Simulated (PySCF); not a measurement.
Correlation energy of Sb (antimony, neutral)

[Kr] 4d10 5s2 5p2 5d1, one real determinant (an excited configuration). Computed with PySCF 2.14 in aug-cc-pwCVTZ-DK3, with scalar relativity by spin-free X2C-1e. Frozen: [Kr] 4d10; 5 electrons correlated.

```csv
level,correlation energy (mhartree)
CCSD,-85.67
(T),-14.42
CCSD(T),-100.09
```

Diagnostics: T1 = 0.044, D1 = 0.1328, largest double amplitude 0.701.

Is a single reference adequate?

Not fully. The real determinant used has ⟨L²⟩ near 8 against 12 for a pure F term, so it mixes terms. The outer electron is Rydberg-like, and this basis confines it to a smaller radius and binds it less than a complete one would. T1 exceeds 0.03, a sign that the reference determinant is poor. A double-excitation amplitude exceeds 0.15, a sign of near-degeneracy.

The reference is one real determinant that mixes LS terms of this configuration.
